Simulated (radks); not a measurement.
The numbers below are computed, except where a source is named.
The lithium ion Li2+, configuration 1s1. Level of theory: scalar-relativistic Kohn-Sham, LDA (Slater exchange, Perdew-Wang correlation), spin-polarised, spherical densities, finite nucleus; open shells are filled with parallel spins first; Fermi nuclear charge, rms radius 2.444 fm (a radial shooting solver on a logarithmic mesh with Libxc functionals).

Normalised radial functions P(r) = r R(r), r in bohr:

r	1s up	2s up	2p up
0.02735	0.2591	0.0807	0.0018
0.03314	0.3085	0.0960	0.0026
0.04015	0.3660	0.1138	0.0038
0.04904	0.4352	0.1352	0.0056
0.05942	0.5111	0.1586	0.0082
0.072	0.5963	0.1847	0.0118
0.08794	0.6942	0.2144	0.0171
0.1066	0.7953	0.2445	0.0244
0.1291	0.9004	0.2750	0.0347
0.1577	1.0092	0.3050	0.0496
0.1911	1.1062	0.3289	0.0693
0.2315	1.1873	0.3441	0.0959
0.2828	1.2441	0.3451	0.1327
0.3426	1.2610	0.3256	0.1786
0.4151	1.2316	0.2796	0.2363
0.5071	1.1460	0.1977	0.3092
0.6144	1.0119	0.0835	0.3902
0.7444	0.8369	-0.0634	0.4777
0.9093	0.6312	-0.2409	0.5676
1.102	0.4366	-0.4158	0.6409
1.335	0.2690	-0.5687	0.6875
1.617	0.1442	-0.6713	0.6942
1.976	0.0630	-0.7003	0.6502
2.394	0.0231	-0.6460	0.5602
2.9	0.0066	-0.5257	0.4368
3.543	0.0013	-0.3653	0.2966
4.293	0.0002	-0.2182	0.1764
5.201	0.0000	-0.1075	0.0879
6.353	0.0000	-0.0403	0.0339
7.697	0.0000	-0.0118	0.0104

1s up: eigenvalue -102.01 eV, 0 radial nodes, <r> = 0.510 bohr, 90 % of the charge inside 0.908 bohr. 2s up (empty): eigenvalue -18.555 eV, 1 radial node at r = 0.688 bohr, <r> = 2.27 bohr, 90 % of the charge inside 3.50 bohr. 2p up (empty): eigenvalue -17.285 eV, 0 radial nodes, <r> = 1.96 bohr, 90 % of the charge inside 3.19 bohr.
